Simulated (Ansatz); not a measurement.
`O[SiH](S)I` + H–F → `O[SiH](F)I` + H₂S at 500 K and 1 bar (ligand exchange at the Si–S bond).

Computed with Ansatz on PBE0-D4/def2-TZVP structures; ΔE is electronic, products minus reactants. CCSD(T)/CBS is the MP2 limit (def2-TZVPP, def2-QZVPP) plus CCSD(T) − MP2 in def2-TZVPP, frozen cores. This one scheme is used for every species. Elements past krypton have def2 core potentials. For I outer-core shells are correlated without core-valence functions, which leaves a few kJ/mol of doubt a bond. One conformer a species, not always the lowest.

| species | CCSD(T)/CBS energy (Eh) | H − E (kJ/mol) | S (J/(mol·K)) |
| --- | --- | --- | --- |
| `O[SiH](S)I` | -1061.39561 | 130.5 | 409.1 |
| H–F | -100.39570 | 39.4 | 188.7 |
| `O[SiH](F)I` | -762.85028 | 106.4 | 375.6 |
| H₂S | -398.97279 | 57.0 | 224.0 |

H − E and S are ideal-gas, rigid-rotor, harmonic terms from PBE0-D4/def2-TZVP, for one conformer and one mirror image of each species. 1 Eh = 2625.50 kJ/mol, R = 8.31446 J/(mol·K).

Problem. By hand: ΔE, ΔH, ΔS and ΔG.

Solution. ΔE = (-762.85028) + (-398.97279) − (-1061.39561) − (-100.39570) = -0.03176 Eh = -83.4 kJ/mol. Δ(H − E) = 106.4 + 57.0 − 130.5 − 39.4 = -6.5, so ΔH = -89.9 kJ/mol. ΔS = 375.6 + 224.0 − 409.1 − 188.7 = 1.8 J/(mol·K). ΔG = -89.9 − 500 × (1.8)/1000 = -90.8 kJ/mol.

Problem. By hand: the equilibrium constant, and the temperature at which ΔG would vanish if ΔH and ΔS stayed fixed.

Solution. log₁₀ K = −ΔG/(RT ln 10) = 9.5. ΔH and −TΔS have one sign here, so there is no such temperature. One of them is within its doubt of zero, so this could turn.

The number of gas molecules stays the same, so ΔS is small and ΔH decides. A doubt of 5 kJ/mol in ΔE shifts log₁₀ K by 0.5 here. Other conformers and mirror images would add mixing entropy, several J/(mol·K) or more a flexible species. These are equilibria of isolated gas molecules and say nothing of rates. Largest T1 diagnostic: 0.010 (customary marks: 0.02 for closed shells, 0.045 for open ones).
